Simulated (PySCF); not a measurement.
# Two-component Hartree-Fock for Sb²⁴⁺ (antimony, charge +24)

Start: [Ar] 3d9; 3d3/2 filled at m_j = -3/2, -1/2, +1/2, +3/2; 3d5/2 filled at m_j = -3/2, -1/2, +1/2, +3/2, +5/2. Calculated with PySCF 2.14 in an uncontracted even-tempered set (17 s from 3.2 bohr⁻², ratio 2.8; 12 p from 4.2 bohr⁻², ratio 2.8; 8 d from 4.2 bohr⁻², ratio 2.8; 3 f from 18 bohr⁻², ratio 3): generalised Hartree-Fock with the X2C-1e Hamiltonian and a Gaussian nucleus; one run each with spin-orbit coupling (SO) switched off, then screened by Boettger's factors.

```tsv
spinor shell	electrons	ε, spin-free (eV)	ε, screened SO (eV)	weight of nominal j (screened SO)	rms radius, screened SO (bohr)
1s1/2	2	-31454.5	-31451.7	1.000	0.0325
2s1/2	2	-5547.1	-5546.1	1.000	0.132
2p1/2	2	-5056.8	-5233.7	1.000	0.114
2p3/2	4	-5056.8	-4976.1	1.000	0.120
3s1/2	2	-1700.8	-1700.5	1.000	0.345
3p1/2	2	-1536.6	-1574.0	0.997	0.336
3p3/2	4	-1536.6	-1519.4	0.999	0.346
3d3/2	4	-1297.6	-1304.5	0.974	0.315
3d5/2	5	-1297.6	-1292.6	0.979	0.318
```

```
   quantity    spin-free  screened SO
E (hartree)  -6192.50654  -6194.29491
        M_J          5/2          5/2
       ⟨J²⟩        8.750        8.750
       ⟨L²⟩        6.000        6.013
       ⟨S²⟩        0.750        0.762
```

Each row is a mean over spinors that exchange with the open shell spreads, by up to 17.505 eV (3p3/2).

Breit and QED terms are absent; they matter most for the inner s and p1/2 levels.

Densities and radii are taken from the X2C orbitals without a picture-change correction, which distorts them close to the nucleus.

Without spin-orbit coupling the j labels of p, d and f shells carry no meaning; the spin-free column gives the mean over the occupied spinors of each nl shell.
